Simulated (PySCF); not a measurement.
# Field gradients at the hydrogen positions

Compound: C2H12NPSi2.
Cartesian coordinates in Å at the GFN2-xTB level; atoms count from 1:
```
atom  x, y, z in Å
C1    -3.523    0.416    0.073
N2    -2.131    0.603   -0.253
Si3   -0.897   -0.485    0.240
C4     0.725    0.294   -0.347
Si5    2.255   -0.706    0.132
P6     4.045    0.445   -0.588
H7    -3.592   -0.013    1.069
H8    -4.032   -0.258   -0.625
H9    -4.044    1.376    0.067
H10   -2.018    1.087   -1.131
H11   -0.993   -1.855   -0.294
H12   -0.981   -0.549    1.701
H13    0.808    1.302    0.058
H14    0.711    0.406   -1.432
H15    2.293   -0.949    1.580
H16    2.296   -2.004   -0.551
H17    4.977   -0.406   -0.027
H18    4.092    1.303    0.496
```

Level: PBE0/pcSseg-1 (PySCF, non-relativistic); Q(2H) = 0.00286 b; rigid geometry, the same for H and D, with no vibrational averaging.

Question: Rank these positions by the coupling χzz of a deuteron there, largest first.
A. H11 (Si–H hydrogen)
B. H12 (Si–H hydrogen)
C. H9 (methyl hydrogen)
D. H10 (N–H hydrogen)
E. H18 (P–H hydrogen)
F. H13 (methylene hydrogen)

Answer: D (282 kHz), F (216 kHz), C (204 kHz), E (146 kHz), B (108 kHz), A (103 kHz).

Q: Give the electric field gradient Vzz (the principal value of largest size), its asymmetry and the 2H coupling at each hydrogen.

A: 
```json
{"atom": "H7", "bonded to": "C1", "bond length (Å)": "1.087", "Vzz (au)": "0.3099", "η": "0.07", "χzz (kHz)": "208"}
{"atom": "H8", "bonded to": "C1", "bond length (Å)": "1.095", "Vzz (au)": "0.2962", "η": "0.04", "χzz (kHz)": "199"}
{"atom": "H9", "bonded to": "C1", "bond length (Å)": "1.091", "Vzz (au)": "0.3043", "η": "0.05", "χzz (kHz)": "204"}
{"atom": "H10", "bonded to": "N2", "bond length (Å)": "1.009", "Vzz (au)": "0.4201", "η": "0.19", "χzz (kHz)": "282"}
{"atom": "H11", "bonded to": "Si3", "bond length (Å)": "1.473", "Vzz (au)": "0.1531", "η": "0.02", "χzz (kHz)": "103"}
{"atom": "H12", "bonded to": "Si3", "bond length (Å)": "1.465", "Vzz (au)": "0.1604", "η": "0.04", "χzz (kHz)": "108"}
{"atom": "H13", "bonded to": "C4", "bond length (Å)": "1.090", "Vzz (au)": "0.3209", "η": "0.02", "χzz (kHz)": "216"}
{"atom": "H14", "bonded to": "C4", "bond length (Å)": "1.090", "Vzz (au)": "0.3211", "η": "0.01", "χzz (kHz)": "216"}
{"atom": "H15", "bonded to": "Si5", "bond length (Å)": "1.469", "Vzz (au)": "0.1591", "η": "0.02", "χzz (kHz)": "107"}
{"atom": "H16", "bonded to": "Si5", "bond length (Å)": "1.467", "Vzz (au)": "0.1605", "η": "0.01", "χzz (kHz)": "108"}
{"atom": "H17", "bonded to": "P6", "bond length (Å)": "1.381", "Vzz (au)": "0.2178", "η": "0.07", "χzz (kHz)": "146"}
{"atom": "H18", "bonded to": "P6", "bond length (Å)": "1.382", "Vzz (au)": "0.2167", "η": "0.08", "χzz (kHz)": "146"}
```

Q: Average by the element that carries the hydrogen.

A: on C: 209 kHz over 5 positions, mean bond length 1.091 Å; on N: 282 kHz over 1 position, mean bond length 1.009 Å; on Si: 106 kHz over 4 positions, mean bond length 1.468 Å; on P: 146 kHz over 2 positions, mean bond length 1.382 Å.

Isolated species at its GFN2-xTB geometry (one conformer only). GFN2-xTB bond lengths can be off by several hundredths of an ångström, more for odd bonds, and the gradients follow them. A larger basis could move these couplings by a tenth or more.

The run behind these numbers computed NMR shieldings as well. On Intel Xeon at 2.70 GHz, one thread, shared host, this took 49 s of wall time and 0.83 GiB of memory at its peak.
